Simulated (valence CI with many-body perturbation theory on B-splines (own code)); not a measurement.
# Te²⁰⁺: calculated level list

Level of theory: valence CI with perturbative core correlation (CI+MBPT): four valence electrons over a frozen Dirac-Fock core [Ar] 3d10, a basis of 11 s, 11 p, 9 d, 7 f, 5 g, 2 h, 1 i functions for each j, with the one-electron correlation potential Σ1, the two-electron term Σ2, the three-electron term Σ3, Breit, model QED; selected CI, second order for the rest (own B-spline code, finite nucleus).

No measured levels were compared; by estimate levels hold to about 250 cm⁻¹ or 0.2 % of their energy and the worst to 1 %, as in measured heavy ions of charge 2 to 7; those with d or f electrons hold less well.

Levels 1 to 45 of 71, with energies above the lowest level, (4s^2 4p1/2^2) J=0. "Leading %" is the weight of the configuration and term that name the level; weights of strongly mixed levels are sums over their largest components and can fall short. In the jj column 3d3/2^4 stands for four electrons in 3d with j = 3/2. Lifetimes count E1, E2, E3, M1 and M2 decay at the calculated energies, and are blank where another channel may lead or the interval is too uncertain; long ones can be off by a factor of two.

```tsv
No.	Configuration	Term	J	E (cm⁻¹)	Leading %	g	Lifetime	Leading jj
1	4s²4p²	³P	0	0	78			4s^2 4p1/2^2 (96 %)
2	4s²4p²	³P	1	88532	98	1.500	101 μs	4s^2 4p1/2 4p3/2 (98 %)
3	4s²4p²	¹D	2	106740	52	1.234	10.4 ms	4s^2 4p1/2 4p3/2 (96 %)
4	4s²4p²	³P	2	209480	52	1.264	42.1 μs	4s^2 4p3/2^2 (96 %)
5	4s²4p²	¹S	0	254000	78		19.6 μs	4s^2 4p3/2^2 (96 %)
6	4s4p³	⁵S°	2	443940	69	1.819	434 ps	4s 4p1/2^2 4p3/2 (74 %)
7	4s4p³	³D°	1	512810	59	0.838	41.0 ps	4s 4p1/2^2 4p3/2 (75 %)
8	4s4p³	³D°	2	540850	60	1.382	121 ps	4s 4p1/2 4p3/2^2 (79 %)
9	4s4p³	³D°	3	569810	94	1.332	138 ps	4s 4p1/2 4p3/2^2 (94 %)
10	4s4p³	³P°	0	608550	95		42.6 ps	4s 4p1/2 4p3/2^2 (95 %)
11	4s4p³	³P°	1	621120	60	1.288	28.6 ps	4s 4p1/2 4p3/2^2 (81 %)
12	4s4p³	¹D°	2	627230	42	1.181	30.2 ps	4s 4p1/2 4p3/2^2 (66 %)
13	4s4p³	³S°	1	670290	50	1.534	7.19 ps	4s 4p1/2 4p3/2^2 (78 %)
14	4s4p³	³P°	2	704580	38	1.231	53.6 ps	4s 4p3/2^3 (66 %)
15	4s²4p4d	³F°	2	738420	77	0.758	29.0 ps	4s^2 4p1/2 4d3/2 (74 %)
16	4s²4p4d	³F°	3	776330	84	1.099	31.8 ps	4s^2 4p1/2 4d5/2 (78 %)
17	4s4p³	¹P°	1	782850	45	1.317	7.46 ps	4s 4p3/2^3 (74 %)
18	4s²4p4d	³P°	2	799330	47	1.277	6.01 ps	4s^2 4p1/2 4d5/2 (87 %)
19	4s²4p4d	³D°	1	807340	56	0.837	3.54 ps	4s^2 4p1/2 4d3/2 (83 %)
20	4s²4p4d	³F°	4	854170	98	1.249	94.7 μs	4s^2 4p3/2 4d5/2 (98 %)
21	4s²4p4d	¹D°	2	877500	42	1.042	4.53 ps	4s^2 4p3/2 4d3/2 (66 %)
22	4s²4p4d	³P°	0	887920	94		5.16 ps	4s^2 4p3/2 4d3/2 (94 %)
23	4s²4p4d	³D°	3	894650	67	1.250	3.91 ps	4s^2 4p3/2 4d3/2 (51 %)
24	4s²4p4d	³P°	1	896290	65	1.209	4.51 ps	4s^2 4p3/2 4d3/2 (81 %)
25	4s²4p4d	³P°	2	909450	43	1.304	4.98 ps	4s^2 4p3/2 4d5/2 (67 %)
26	4s²4p4d	¹F°	3	954040	78	1.064	3.50 ps	4s^2 4p3/2 4d5/2 (64 %)
27	4s²4p4d	¹P°	1	968760	77	0.967	4.94 ps	4s^2 4p3/2 4d5/2 (81 %)
28	4p⁴	³P	2	1005000	58	1.356	22.5 ps	4p1/2^2 4p3/2^2 (80 %)
29	4p⁴	³P	0	1052600	46		16.5 ps	4p1/2^2 4p3/2^2 (80 %)
30	4s4p²4d	⁵F	1	1076400	70	0.295	173 ps	4s 4p1/2^2 4d3/2 (74 %)
31	4s4p²4d	⁵F	2	1088700	58	1.145	81.4 ps	4s 4p1/2^2 4d3/2 (51 %)
32	4p⁴	³P	1	1102600	72	1.405	18.7 ps	4p1/2 4p3/2^3 (72 %)
33	4p⁴	¹D	2	1113200	53	1.135	25.6 ps	4p1/2 4p3/2^3 (74 %)
34	4s4p²4d	⁵F	3	1113300	47	1.359	48.9 ps	4s 4p1/2^2 4d5/2 (61 %)
35	4s4p²4d	⁵D	0	1151300	91		214 ps	4s 4p1/2 4p3/2 4d3/2 (93 %)
36	4s4p²4d	⁵D	1	1156400	77	1.351	58.5 ps	4s 4p1/2 4p3/2 4d3/2 (80 %)
37	4s4p²4d	⁵D	2	1156800	41	1.192	52.1 ps	4s 4p1/2 4p3/2 4d3/2 (79 %)
38	4s4p²4d	⁵F	3	1161600	40	1.273	54.1 ps	4s 4p1/2 4p3/2 4d3/2 (70 %)
39	4s4p²4d	⁵F	4	1162300	73	1.368	1.56 ns	4s 4p1/2 4p3/2 4d5/2 (82 %)
40	4s4p²4d	³F	2	1174800	56	0.922	21.2 ps	4s 4p1/2^2 4d5/2 (27 %)
41	4s4p²4d	⁵D	4	1181100	43	1.352	574 ps	4s 4p1/2 4p3/2 4d3/2 (47 %)
42	4s4p²4d	⁵F	5	1194600	77	1.354	681 ps	4s 4p1/2 4p3/2 4d5/2 (79 %)
43	4s4p²4d	³F	3	1211500	46	1.327	9.49 ps	4s 4p1/2 4p3/2 4d5/2 (64 %)
44	4s4p²4d	³P	2	1212200	37	1.266	10.9 ps	4s 4p1/2 4p3/2 4d5/2 (62 %)
45	4s4p²4d	⁵D	3	1230000	34	1.434	7.60 ps	4s 4p1/2 4p3/2 4d5/2 (53 %)
```

The ionisation energy to 4s²4p ²P°1/2 of the next ion comes out as 600.58 eV (NIST: 599 ± 4 eV (theoretical)). All 71 levels together are meant to be complete up to 1371000 cm⁻¹.
